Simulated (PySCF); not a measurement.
CH4BrFOSi, SMILES C[Si](O)(F)Br.

Geometry optimised at PBE-D3(BJ)/def2-SVP. The values are those of a single conformer.

Two levels are set side by side: PBE/def2-TZVP (PySCF) and M06-2X/def2-TZVP (PySCF). Same geometry, gas phase. Differences are taken from unrounded values.

| quantity | PBE |
|---|---|
| orbital gap (eV) | 6.74 |
| highest occupied level (eV) | -7.30 |
| lowest empty level (eV) | -0.57 |
| dipole moment (D) | 1.15 |
| mean polarisability (bohr³) | 60.0 |

Problem. These are the PBE values. What does M06-2X give? (The exact figures need the calculation; the answer reports its results.)

Solution. 
```tsv
quantity	M06-2X	PBE minus M06-2X
orbital gap (eV)	11.03	-4.29
highest occupied level (eV)	-9.95	2.64
lowest empty level (eV)	1.08	-1.65
dipole moment (D)	1.15	-0.01
mean polarisability (bohr³)	56.9	3.1
```

Without exact exchange PBE keeps part of each electron's self-repulsion, which lifts occupied levels and narrows the gap. Loosely held outer electrons make PBE densities more polarisable. Differences between two approximate levels are no errors against the true value.

Rough cost on one machine, each run with all the roots and properties that it gave: M06-2X against PBE about 3 times.
